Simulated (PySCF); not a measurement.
Correlation energy of Mn²⁺ (manganese, charge +2)

[Ar] 3d4 4p1, one real determinant (an excited configuration). All numbers are calculated (PySCF 2.14, the spin-free X2C one-electron Hamiltonian (Gaussian nucleus), in aug-cc-pVTZ-DK). Frozen: [Ar]; 5 electrons correlated.

| level | correlation energy (mhartree) |
| --- | --- |
| CCSD | -53.76 |
| (T) | -0.53 |
| CCSD(T) | -54.29 |

Diagnostics: T1 = 0.0056, D1 = 0.0139, largest double amplitude 0.041.

Problem. Is a single reference adequate?

Solution. Yes: T1 lies below 0.03 and no double amplitude reaches 0.07.

The reference is one real determinant that mixes LS terms of this configuration.
